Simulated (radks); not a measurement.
Values are calculated unless marked as measured or tabulated.
Initial-state core-level shifts of the copper ion Cu2+ when its valence configuration changes from [Ar] 3d9. Code: a radial shooting solver on a logarithmic mesh with Libxc functionals. Model: non-relativistic Kohn-Sham, BLYP, spin-polarised, spherical densities, point nucleus; open shells are filled with parallel spins first. Shifts are changes of the shell-averaged eigenvalues in eV (positive: less bound); the change of the density at the nucleus, which sets a Mossbauer isomer shift, is in e/bohr^3, on a base of 1.664e+04.

3d8 4p1: 1s -9.477; 2s -10.307; 2p -10.222; 3s -9.100; density at nucleus +2.056
3d8 4s1: 1s -8.033; 2s -8.919; 2p -8.835; 3s -7.654; density at nucleus +12.460
3d8.5 4p0.5: 1s -4.611; 2s -4.997; 2p -4.956; 3s -4.469; density at nucleus +0.939
3d7.5 4p1.5: 1s -14.578; 2s -15.908; 2p -15.774; 3s -13.863; density at nucleus +3.350
3d8 4s0.5 4p0.5: 1s -8.760; 2s -9.618; 2p -9.534; 3s -8.382; density at nucleus +7.296
3d8.5 4s0.5: 1s -3.870; 2s -4.289; 2p -4.249; 3s -3.726; density at nucleus +5.816
3d7.5 4s1.5: 1s -12.587; 2s -13.969; 2p -13.843; 3s -11.869; density at nucleus +19.657
